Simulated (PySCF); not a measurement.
**LaS at revPBE**

Level: revPBE. PySCF, spin-free X2C with a Gaussian nucleus, basis sets La x2c-SVPall, S x2c-SVPall.

```
state                                           : doublet, about 0.1 electrons in the 4f shell (Mulliken)
bond length                                     : 2.379 Å
harmonic wavenumber                             : 446 cm⁻¹
force constant                                  : 3.05 mdyn/Å
rotational constant Be                          : 0.1146 cm⁻¹
anharmonicity ωexe                              : 0.980 cm⁻¹
vibration–rotation constant αe                  : 0.000352 cm⁻¹
bond order (Mayer)                              : 2.50
dipole moment (positive dipole means La(−)S(+)) : -5.15 D
```

Spin–orbit coupling is left out, which matters for elements this heavy, above all for dissociation energies. The state is the lowest single determinant that the PBE0 search found; with open d or f shells the true ground state can be another one.
